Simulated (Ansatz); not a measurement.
Diatomic AlCo, multiplicity 3 (the spin of the measured ground state). No spin–orbit coupling. Co is treated without relativity.

| level | bond energy D_e (kJ/mol) |
|---|---|
| PBE/def2-TZVPP | 232.9 |
| r2SCAN/def2-TZVPP | 210.9 |
| B97M-V/def2-TZVPP | 209.5 |
| B3LYP/def2-TZVPP | 186.2 |
| PBE0/def2-TZVPP | 180.4 |
| BHLYP/def2-TZVPP | 89.7 |
| CAM-B3LYP/def2-TZVPP | 170.5 |
| wB97X-V/def2-TZVPP | 175.7 |
| wB97M-V/def2-TZVPP | 177.6 |

The rows run from 89.7 (BHLYP/def2-TZVPP) to 232.9 kJ/mol (PBE/def2-TZVPP). The 9 functionals in def2-TZVPP without D3 or D4 span 143.2, from BHLYP to PBE.

D_e counts from the fitted minimum to each atom's lowest state at the same level, without counterpoise.

Doubts at one or more of the structures used: a spin-contaminated determinant (r2SCAN/def2-TZVPP).

Codes used: Ansatz (Gaussian basis) for Hartree–Fock, density functionals and correlated methods. Each number belongs to the level named beside it.

Ansatz is an electronic-structure program.
